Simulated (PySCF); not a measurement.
Isomers of C2H10GeO2Si2, one conformer each. Method used: core-valence-separated Tamm–Dancoff BHandHLYP/aug-pcX-1 (pcseg-1 on H, def2-SVPD on Ge, def2-SVPD on Si) in PySCF, non-relativistic, gas phase, PBE0-D3(BJ)/def2-SVP geometry. Absolute energies from this functional tend to lie a few eV below measured edges; no shift was applied.

P. `[GeH3][O][Si@H]1CC[SiH2]O1`
Q. `O([SiH2][SiH2][GeH3])C(C)=O`

Main lines, eV (oscillator strength):
1. C K: 285.1 (0.089), 286.7 (0.034), 286.9 (0.031), 287.5 (0.009); O K: 529.6 (0.044), 532.6 (0.019), 533.2 (0.015), 534.0 (0.005), 534.7 (0.008)
2. C K: 285.3 (0.019), 285.7 (0.010), 285.8 (0.019), 285.9 (0.022), 285.9 (0.014); O K: 531.6 (0.016), 532.4 (0.005), 533.1 (0.018), 533.3 (0.015), 533.4 (0.004)
Listed: the first five lines at most of each edge with a tenth or more of its strongest line's intensity; roots within 0.03 eV on the same or equivalent atoms are summed. Only the lowest roots were sought, and the top ones are left out.

Question: Which spectrum belongs to which isomer?

Answer: 1 = Q, 2 = P.
- P: first C line listed at 285.3 eV, hole on the sp3 carbon bound to silicon; first O line listed at 531.6 eV, hole on the oxygen bonded to Ge and Si.
- Q: first C line listed at 285.1 eV, hole on the carbonyl carbon (1s→π*); first O line listed at 529.6 eV, hole on the carbonyl oxygen (1s→π*).

Question: What are the ground-state energies of the isomers at BHandHLYP/aug-pcX-1 (pcseg-1 on H, def2-SVPD on Ge, def2-SVPD on Si), relative to the lowest?

Answer: P 0.0, Q 257.5 kJ/mol (electronic energies on these geometries, no dispersion or zero-point terms).
